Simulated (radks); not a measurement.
All-electron atom: Ba I in [Xe] 5d1 6s1 (not the ground configuration).

Calculated with a radial shooting solver on a logarithmic mesh with Libxc functionals: Dirac Kohn-Sham, PBE, spin-unpolarised, spherical densities, finite nucleus; open shells are shared between the two j in proportion to 2j + 1; Fermi nuclear charge, rms radius 4.8378 fm.

Energy parts (Ry):
total: -16277.8851
kinetic: 17375.3221
electron-nucleus: -39591.2922
Hartree: 6334.5892
exchange-correlation: -396.5043

Orbitals (lengths in bohr, moments of r in powers of bohr):
| orbital | occ. | eigenvalue (Ry) | <r> | <r^2> | small-component weight |
|---|---|---|---|---|---|
| 1s1/2 | 2 | -2735.975 | 0.02558 | 0.0008885 | 4.28e-02 |
| 2s1/2 | 2 | -432.2062 | 0.1093 | 0.01415 | 9.23e-03 |
| 2p1/2 | 2 | -407.1332 | 0.09193 | 0.01041 | 9.27e-03 |
| 2p3/2 | 4 | -379.0763 | 0.09793 | 0.01168 | 8.75e-03 |
| 3s1/2 | 2 | -91.15956 | 0.2916 | 0.09732 | 2.79e-03 |
| 3p1/2 | 2 | -80.63365 | 0.2815 | 0.09212 | 2.73e-03 |
| 3p3/2 | 4 | -75.21048 | 0.2934 | 0.09986 | 2.59e-03 |
| 3d3/2 | 4 | -56.74088 | 0.2644 | 0.08261 | 2.47e-03 |
| 3d5/2 | 6 | -55.58488 | 0.2681 | 0.08482 | 2.43e-03 |
| 4s1/2 | 2 | -17.80976 | 0.6739 | 0.5126 | 8.41e-04 |
| 4p1/2 | 2 | -13.98315 | 0.6969 | 0.5526 | 7.76e-04 |
| 4p3/2 | 4 | -12.85293 | 0.7241 | 0.5964 | 7.31e-04 |
| 4d3/2 | 4 | -6.60274 | 0.7946 | 0.7338 | 5.90e-04 |
| 4d5/2 | 6 | -6.41061 | 0.8046 | 0.7523 | 5.78e-04 |
| 5s1/2 | 2 | -2.37941 | 1.645 | 3.044 | 1.75e-04 |
| 5p1/2 | 2 | -1.39602 | 1.875 | 3.997 | 1.35e-04 |
| 5p3/2 | 4 | -1.24627 | 1.963 | 4.385 | 1.24e-04 |
| 6s1/2 | 1 | -0.20494 | 5.000 | 28.42 | 1.83e-05 |
| 5d3/2 | 0.4 | -0.10401 | 3.850 | 18.63 | 3.60e-05 |
| 5d5/2 | 0.6 | -0.09646 | 3.970 | 19.85 | 3.40e-05 |

The highest occupied level is 5d5/2 at -1.312 eV. The density falls to 0.001 e/bohr^3 at r = 5.21 bohr. The electron density at the nucleus is 3.228e+05 e/bohr^3.
